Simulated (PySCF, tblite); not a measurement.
Isomers of C9H12Si. Computed with GFN2-xTB (tblite): harmonic, unscaled wavenumbers at the GFN2-xTB geometry, gas phase. This tight-binding method is rough: wavenumbers can miss measured ones by several per cent, in bad cases by 10 to 20. Modes of hydrogen on silicon can be 10 to 20 % off. One conformer each.

Electronic energies: PBE0/pcSseg-1 single points on the GFN2-xTB geometries (PySCF, gas phase).

```json
{"SMILES": "C[C@@H]1[SiH2]C=C1C#CC1CC1", "electronic energy, lowest = 0 (kcal/mol)": "69.0"}
{"SMILES": "[SiH3]C[C@]12C=C[C@@H]3[C@H](C=C1)[C@@H]32", "electronic energy, lowest = 0 (kcal/mol)": "37.8"}
{"SMILES": "C#C[Si@]1(C)C[C@H](C#CC)C1", "electronic energy, lowest = 0 (kcal/mol)": "64.4"}
{"SMILES": "c1ccc(C2C[SiH2]C2)cc1", "electronic energy, lowest = 0 (kcal/mol)": "0.0"}
{"SMILES": "C=C(C)C#CC1=C[SiH2][C@@H]1C", "electronic energy, lowest = 0 (kcal/mol)": "62.8"}
```

Problem. How do GFN2-xTB zero-point energies change the relative energies?

Solution. 
```tsv
SMILES	ZPE (kcal/mol)	of it from modes above 1550 cm⁻¹	electronic (kcal/mol)	with ZPE, lowest = 0 (kcal/mol)	lowest mode (cm⁻¹)	rings
c1ccc(C2C[SiH2]C2)cc1	110.5	54.4	0.0	0.0	49	2
[SiH3]C[C@]12C=C[C@@H]3[C@H](C=C1)[C@@H]32	108.4	53.8	37.8	35.8	50	3
C=C(C)C#CC1=C[SiH2][C@@H]1C	107.1	57.8	62.8	59.4	16	1
C#C[Si@]1(C)C[C@H](C#CC)C1	109.2	58.7	64.4	63.1	15i	1
C[C@@H]1[SiH2]C=C1C#CC1CC1	108.3	55.6	69.0	66.8	14	2
```

The zero-point energies span 3.4 kcal/mol, from `C=C(C)C#CC1=C[SiH2][C@@H]1C` to `c1ccc(C2C[SiH2]C2)cc1`. Slightly imaginary modes are left out of the zero-point energy: `C#C[Si@]1(C)C[C@H](C#CC)C1` 15.1i cm⁻¹. The order is unchanged.

Problem. And how do the electronic energies of GFN2-xTB itself compare?

Solution. `c1ccc(C2C[SiH2]C2)cc1` 0.0; `[SiH3]C[C@]12C=C[C@@H]3[C@H](C=C1)[C@@H]32` 14.1; `C=C(C)C#CC1=C[SiH2][C@@H]1C` 63.5; `C#C[Si@]1(C)C[C@H](C#CC)C1` 84.6; `C[C@@H]1[SiH2]C=C1C#CC1CC1` 62.9 kcal/mol, lowest = 0. Against the energies above, taken from the same isomer `c1ccc(C2C[SiH2]C2)cc1`, the largest difference is 23.7 kcal/mol.
